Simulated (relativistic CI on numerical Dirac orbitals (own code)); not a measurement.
Lu3+: L2,3 absorption edge

Computed with this model: Dirac-Coulomb-Breit CI, orbitals from a KLI potential per configuration, model QED (radiative potential, 1s self-energy scaled to tabulated hydrogen-like ionisation energies), valence Slater integrals scaled by 0.8, multiplet model of core-to-valence dipole absorption; configurations [Xe] 4f14 → [He] 2s2 2p5 3s2 3p6 3d10 4s2 4p6 4d10 4f14 5s2 5p6 5d; 80 K; Lorentzian 3 eV and Gaussian 1 eV FWHM. Energies are those of the free ion, without screening or charge transfer. The branching ratio is the share of the lower-energy edge in the whole absorption, uncertain by about 0.02 where the edges overlap. S is read from ⟨S²⟩ = S(S + 1).

Field parameters in Wybourne normalisation: D4h B²₀ = −7Ds, B⁴₀ = 21(Dq − Dt), B⁴₄ = 21√(5/14) Dq. The field is a parameter set, without covalency.

free ion: ground-state S = 0.00, centroid 9575.26 eV, branching ratio 0.703. Peaks (eV, height): 9247.0 (100), 10352.5 (43).

D4h, 10Dq = 27350, Ds = -1500, Dt = -500 cm⁻¹: ground-state S = 0.00, centroid 9575.26 eV, branching ratio 0.703. Peaks (eV, height): 9245.5 (100), 9249.0 (85), 10351.0 (48), 10354.5 (30).

D4h, 10Dq = 27350, Ds = 1070, Dt = -500 cm⁻¹: ground-state S = 0.00, centroid 9575.26 eV, branching ratio 0.703. Peaks (eV, height): 9245.5 (100), 9249.0 (94), 10351.0 (48), 10354.5 (33).

D4h, 10Dq = 27350, Ds = 3000, Dt = -500 cm⁻¹: ground-state S = 0.00, centroid 9575.26 eV, branching ratio 0.703. Peaks (eV, height): 9245.5 (100), 9249.0 (95), 10351.0 (49).

The statistical ratio of this edge is 2/3 = 0.667. Values above it arise where the holes sit mainly in the j = l + 1/2 valence subshell or the ground state has high spin; values below it where core-valence Coulomb terms move weight to the upper edge, as in nearly empty shells. At deep edges of heavy elements the radial integrals of the two core levels differ, which raises the baseline.

Strongest unbroadened transitions for D4h, 10Dq = 27350, Ds = 1070, Dt = -500 cm⁻¹:

```csv
Energy (eV),Relative strength
9244.91,22.5
9245.12,32.1
9245.23,55.7
9245.72,5.6
9245.87,87.2
9248.87,2.5
9248.96,11.7
9249.03,51.1
9249.10,8.0
9249.13,4.8
9249.25,100.0
10350.75,9.1
10350.83,34.7
10350.95,33.1
10351.62,27.5
10354.75,6.6
10354.80,19.2
10355.01,31.6
```
